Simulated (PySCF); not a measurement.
**NaSe: from constants to spectrum**

UHF-CCSD(T) constants of NaSe, ²Π (doublet), unpaired electrons π ↑ (Na def2-TZVPP, Se def2-TZVPP; no relativity (PySCF 2.14); masses 22.9898 and 79.9165 u):

| Item | Value |
| --- | --- |
| ωe | 267.9 cm⁻¹ |
| ωexe | 0.96 cm⁻¹ |
| Be | 0.13857 cm⁻¹ |
| αe | 0.000835 cm⁻¹ |
| De to Na + Se | 2.30 eV |

Task: What force constant and bond length do these constants imply?

Result: Reduced mass μred = 17.854 u; k = 5.8918×10⁻⁷·μred·ωe² (u, cm⁻¹, mdyn/Å) = 0.755 mdyn/Å; Re = √(16.8576/(μred·Be)) (u, cm⁻¹, Å) = 2.610 Å.

Task: Estimate the centrifugal constant D from the Kratzer relation and find the Dunham coefficient a1.

Result: D = 4Be³/ωe² = 1.48e-07 cm⁻¹; a1 = −1 − αeωe/(6Be²) = -2.94.

Correlated steps freeze 10 core orbitals. Spin–orbit coupling is left out. The state was picked by a PBE0 search and need not be the measured ground state.
